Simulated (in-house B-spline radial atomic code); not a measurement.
Atomic self-consistent-field run: In⁸⁺. Computed with a B-spline radial code for spherical atoms: Dirac-Kohn-Sham PBE0, spherical fractional occupations, Fermi nucleus of rms radius 4.6156 fm.

Command:
```bash
python run_scf.py task.json out
```
Settings (nuclear radius in fm, mass in u):
```
Z                49
configuration    [Kr] 4d5
hamiltonian      dirac
method           pbe0
spin_polarised   False
nucleus          fermi
rms_radius       4.6156
atomic_mass      114.90388
speed_of_light   137.035999084
```

Output (hartree, bohr):
```
 radial grid: 65 intervals, B-splines of order 8, outer radius 11.954 bohr

 iter        energy (Eh)    residual
    1       -5849.674358    9.44e-01
    2       -5860.564576    4.01e-01
    3       -5863.344581    1.10e-01
    4       -5863.553298    3.25e-02
    5       -5863.566774    1.25e-02
    6       -5863.570260    1.41e-03
    7       -5863.570286    3.76e-05
    8       -5863.570286    1.47e-06
    9       -5863.570286    2.08e-08

 total energy                     -5863.57029
 kinetic                            6161.9680
 electron-nucleus                 -14016.2492
 Hartree                            2145.4161
 exact exchange                      -37.9127
 exchange-correlation               -116.7925

 first-order corrections (not in the total)
   Gaunt                             4.5953
   retardation                      -0.4683
   frequency dependence             -0.0381
   self-energy                       3.1111
   Uehling                          -0.3989
   Wichmann-Kroll                    0.0079
   recoil                            0.0192

 orbital      occ     eigenvalue          <r>       <r^2>       <1/r>       r_max    small
 1s1/2      2.000     -1027.9492    0.0297116  0.00119449     51.8572     0.01922  3.23e-02
 2s1/2      2.000      -159.2715     0.128061   0.0193952      12.007      0.1087  6.83e-03
 2p1/2      2.000      -148.7806      0.10847   0.0144598     11.9782     0.08387  6.84e-03
 2p3/2      4.000      -141.0221      0.11373   0.0157677     11.1899     0.08829  6.54e-03
 3s1/2      2.000       -34.8222     0.347367    0.138083     4.23999      0.3152  1.97e-03
 3p1/2      2.000       -30.5808     0.338481    0.133161     4.14549      0.3017  1.91e-03
 3p3/2      4.000       -29.1634     0.349403    0.141677     3.95411      0.3118  1.83e-03
 3d3/2      4.000       -21.6900     0.321088    0.122472     3.79436      0.2562  1.71e-03
 3d5/2      6.000       -21.4002     0.324578       0.125     3.74479      0.2591  1.69e-03
 4s1/2      2.000        -9.5306     0.820966    0.758798     1.69577      0.7599  5.51e-04
 4p1/2      2.000        -8.0615     0.857758    0.833907     1.59718      0.7841  5.01e-04
 4p3/2      4.000        -7.7851     0.881014    0.879234     1.54151      0.8059  4.81e-04
 4d3/2      2.000        -5.3415     0.986544     1.11983     1.33161      0.8696  3.76e-04
 4d5/2      3.000        -5.2974      0.99453     1.13764     1.31855      0.8769  3.71e-04
```

Time taken, with all properties: 2.6 s on 1 thread of Arm Neoverse N1, on a shared host.

For the Dirac Hamiltonian the kinetic term is c α·p + (β - 1)c².

Caution: exact exchange at fractional occupations of open shells leaves self-interaction of up to several eV.
